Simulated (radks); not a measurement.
The numbers below are computed, except where a source is named.
Species: the aluminium ion Al10+. Configuration: [He] 2s1 (the NIST ground configuration). Level of theory: scalar-relativistic Kohn-Sham, r2SCAN, spin-polarised, spherical densities, finite nucleus; open shells are filled with parallel spins first; meta-GGA in the generalised Kohn-Sham scheme; Fermi nuclear charge, rms radius 3.061 fm (a radial shooting solver on a logarithmic mesh with Libxc functionals). Some entries of the table are withheld. Estimate them.

orbital  occ.  eigenvalue (eV)  r(max) (bohr)  <r> (bohr)
1s up       1              (1)        0.07808      0.1188
1s down     1              (2)        0.07817      0.1189
2s up       1        -425.7973         0.4395      0.5097
2p up       0        -399.4483         0.3589      0.4467
3s up       0        -164.6604          1.109       1.172

Answer. 
(1) 1s up eigenvalue (eV): -1952.724
(2) 1s down eigenvalue (eV): -1949.983
